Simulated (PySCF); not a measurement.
# B⁺: excitation energy

B⁺ [He] 2s2 (1S) → B⁺ [He] 2s1 3d1 (3D), as a difference of total energies. Calculation: PySCF 2.14, in aug-cc-pwCVDZ; the non-relativistic Hamiltonian (point nucleus). Correlated levels: valence: 1s2 frozen. The calculations carry no spin-orbit coupling.

| method | excitation energy (eV) |
| --- | --- |
| UHF | 17.646 |
| MP2 (valence) | 18.527 |
| SCS-MP2 (valence) | 18.742 |
| CCSD (valence) | 19.133 |

How much does correlation contribute at MP2 (valence)?

18.527 − (17.646) = 0.881 eV, measured against UHF.

The promoted electron is Rydberg-like, and one or two diffuse shells describe it only roughly, which tends to raise the upper state.

With two correlated electrons CCSD is exact in that space.

The coupled-cluster amplitudes are large for the lower state (T1 above 0.03 or a double amplitude above 0.15), so a single reference is strained.
